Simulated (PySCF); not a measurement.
C₆H₇BN₂.
InChI=1S/C6H7BN2/c1-3-7(2)9-6-4-5-8/h1,7H,4H2,2H3/t7-/m1/s1

The closed-shell ground state was solved at several levels (PySCF, density fitting, gas phase, non-relativistic). Isolated species at its PBE0-D3(BJ)/def2-SVP geometry, gas phase.

| level | basis functions | total energy (Eh) | HOMO (eV) | LUMO (eV) | gap (eV) | dipole (D) |
| --- | --- | --- | --- | --- | --- | --- |
| B97-2/pcSseg-1 | 188 | -366.9199 | -6.61 | -1.75 | 4.86 | 5.93 |
| B3LYP/pcJ-1 | 313 | -367.1251 | -6.63 | -1.92 | 4.71 | 5.96 |
| wB97X-D/def2-SVPD | 236 | -366.7041 | -8.74 | 0.07 | 8.81 | 6.03 |

Q: Estimate the row for PBE0/pcSseg-1, a basis of 188 functions; the other rows only guide the guess.

A: Total energy -366.6057 Eh, HOMO -6.86 eV, LUMO -1.68 eV, gap 5.18 eV, dipole 5.96 D.

Q: Over all these levels, which gives the widest orbital gap and which the narrowest?

A: wB97X-D/def2-SVPD (range-separated hybrid) has the widest, 8.81 eV, and B3LYP/pcJ-1 (global hybrid, 20 % exact exchange) the narrowest, 4.71 eV. Functional and basis both differ between the two, so the spread mixes both effects.

Q: How far do the dipole and the HOMO energy spread over the levels?

A: The dipole runs from 5.93 to 6.03 D (mean 5.97 D) and the HOMO from -8.74 to -6.61 eV.

The pairwise dispersion term of wB97X-D wasn't added to the energies; at a given geometry it leaves orbitals and properties as they are.
